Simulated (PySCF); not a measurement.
3-methylideneoxolane (C5H8O), SMILES C=C1COCC1.

Geometry optimised at PBE0-D3(BJ)/def2-SVP. One conformer was computed; it need not be the lowest.

Computed with PBE0-D3(BJ)/def2-SVP run with PySCF 2.14.0.

No scaling factor is applied to the harmonic values.

| mode | ν (cm⁻¹) | IR (km/mol) | Raman (Å⁴/amu) | depolarisation | moving atoms (share of kinetic energy) |
|---|---|---|---|---|---|
| 1 | 74 | 2.5 | 3.3 | 0.74 | C 51 %, H 37 %, O 12 % |
| 2 | 247 | 7.6 | 0.6 | 0.72 | H 47 %, C 28 %, O 25 % |
| 3 | 360 | 1.3 | 3.3 | 0.75 | C 57 %, H 39 % |
| 4 | 430 | 5.0 | 5.1 | 0.71 | C 53 %, H 44 % |
| 5 | 595 | 1.6 | 6.9 | 0.43 | C 59 %, H 36 % |
| 6 | 666 | 5.0 | 2.9 | 0.37 | O 36 %, C 36 %, H 28 % |
| 7 | 696 | 1.7 | 5.2 | 0.65 | H 82 %, C 13 % |
| 8 | 832 | 3.9 | 5.2 | 0.10 | C 51 %, H 40 %, O 9 % |
| 9 | 893 | 2.7 | 5.8 | 0.22 | C 56 %, H 41 % |
| 10 | 909 | 37.1 | 1.8 | 0.60 | H 73 %, C 27 % |
| 11 | 937 | 0.8 | 1.8 | 0.21 | H 54 %, C 43 % |
| 12 | 972 | 5.5 | 5.3 | 0.33 | H 52 %, C 40 % |
| 13 | 1008 | 30.4 | 5.1 | 0.75 | H 47 %, C 38 %, O 14 % |
| 14 | 1009 | 4.2 | 1.1 | 0.50 | H 51 %, C 47 % |
| 15 | 1084 | 0.8 | 1.0 | 0.41 | H 53 %, C 47 % |
| 16 | 1168 | 80.4 | 0.6 | 0.62 | C 53 %, O 32 %, H 16 % |
| 17 | 1205 | 8.3 | 8.9 | 0.75 | H 75 %, C 23 % |
| 18 | 1217 | 39.3 | 3.9 | 0.70 | H 72 %, C 16 %, O 12 % |
| 19 | 1258 | 2.1 | 8.2 | 0.74 | H 68 %, C 26 % |
| 20 | 1273 | 5.9 | 3.4 | 0.74 | H 53 %, C 41 % |
| 21 | 1297 | 0.5 | 5.2 | 0.71 | H 54 %, C 46 % |
| 22 | 1334 | 5.6 | 8.5 | 0.75 | H 70 %, C 25 % |
| 23 | 1384 | 7.7 | 3.5 | 0.48 | H 71 %, C 27 % |
| 24 | 1426 | 5.5 | 18.1 | 0.60 | H 86 %, C 14 % |
| 25 | 1439 | 11.7 | 7.8 | 0.58 | H 87 %, C 13 % |
| 26 | 1475 | 2.6 | 12.3 | 0.68 | H 92 % |
| 27 | 1499 | 1.7 | 12.5 | 0.63 | H 90 %, C 10 % |
| 28 | 1774 | 12.8 | 22.5 | 0.20 | C 94 % |
| 29 | 2994 | 58.4 | 47.4 | 0.55 | H 94 % |
| 30 | 3000 | 62.7 | 202.6 | 0.10 | H 93 % |
| 31 | 3065 | 9.6 | 100.7 | 0.14 | H 94 % |
| 32 | 3103 | 18.8 | 102.4 | 0.40 | H 91 %, C 9 % |
| 33 | 3138 | 27.2 | 141.1 | 0.31 | H 91 %, C 9 % |
| 34 | 3148 | 9.8 | 71.4 | 0.68 | H 91 %, C 9 % |
| 35 | 3161 | 4.7 | 120.6 | 0.10 | H 94 % |
| 36 | 3260 | 5.0 | 75.5 | 0.75 | H 89 %, C 11 % |
